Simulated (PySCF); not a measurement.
# Dipole response of Os (osmium, neutral)

[Xe] 4f14 5d5 6s2 6p1, high-spin 7P determinant (an excited configuration). Calculation: PySCF 2.14, in def2-TZVPPD with the def2 core potential (60 electrons); scalar relativity through the core potential. Coupled (time-dependent) response in atomic units; α is the mean over directions.

```csv
method,mean α (bohr³),"α xx, yy, zz",C₆ (like pair),S(−4)
LC-wPBE,64.59,"52.17, 89.44, 52.17",837.6,1310
```

S(−4) is the Cauchy moment in α(ω) = α(0) + S(−4) ω² + …

Spin-orbit coupling is absent.

α(iu) at LC-wPBE:

```tsv
u (hartree)	α(iu) (bohr³)
0	64.59
0.0500	61.54
0.100	54.36
0.200	38.89
0.300	27.86
0.500	16.21
0.750	10.05
1.00	7.074
1.50	4.182
2.00	2.785
3.00	1.486
5.00	0.6180
```

A single London oscillator, α(iu) = α/(1 + u²/ω²), gives C₆ = (3/4) ω α². Matching the computed C₆ needs ω = 4 × 837.6 / (3 × 64.59²) = 0.268 hartree.

The components differ because the open shell of this determinant is not spherical; for a pure term their mean is the scalar polarisability.

Energies and moments cover only the electrons outside the core potential. Spin-orbit coupling, absent here, splits the open shell strongly.
